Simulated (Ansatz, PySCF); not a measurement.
VO3, SMILES [O]=[V](=[O])=[O] (connectivity only; charge and spin as stated), neutral, multiplicity 2. Atoms are numbered in the order given.

```xyz
4

V      0.0452     0.0364     0.2291
O      1.3560    -0.7232    -0.2467
O     -1.3952    -0.8449    -0.2210
O     -0.0060     1.5318    -0.3023
```
Charge 0, spin multiplicity 2.

Coordinates come from a B3LYP-D3(BJ)/def2-SVP optimisation. The multiplicity is an assumed one; other spin states were not compared.

Two levels are set side by side: PBE-D3(BJ)/def2-SVP (Ansatz, a first-principles code) and B3LYP-D3(BJ)/def2-SVP (PySCF). Each level has its own optimised geometry; the coordinates shown are those of the second. Frequencies come from the Hessian of PySCF at each geometry. Differences are taken from unrounded values.

```
quantity                            B3LYP-D3(BJ)
----------------------------------  ------------
mean bond length (Å)                       1.641
bond V1–O2 (Å)                             1.588
bond V1–O3 (Å)                             1.748
bond V1–O4 (Å)                             1.588
highest harmonic wavenumber (cm⁻¹)          1038
mean harmonic wavenumber (cm⁻¹)              573
zero-point energy (kcal/mol)                4.91
```

What does PBE-D3(BJ) give, and how far is it from B3LYP-D3(BJ)? (An estimate is asked for; the answer gives what the named calculation found.)


```
quantity                            PBE-D3(BJ)  PBE-D3(BJ) minus B3LYP-D3(BJ)
----------------------------------  ----------  -----------------------------
mean bond length (Å)                     1.642                          0.001
bond V1–O2 (Å)                           1.642                          0.054
bond V1–O3 (Å)                           1.642                         -0.106
bond V1–O4 (Å)                           1.642                          0.054
highest harmonic wavenumber (cm⁻¹)         952                            -85
mean harmonic wavenumber (cm⁻¹)            516                            -57
zero-point energy (kcal/mol)              4.43                          -0.49
```
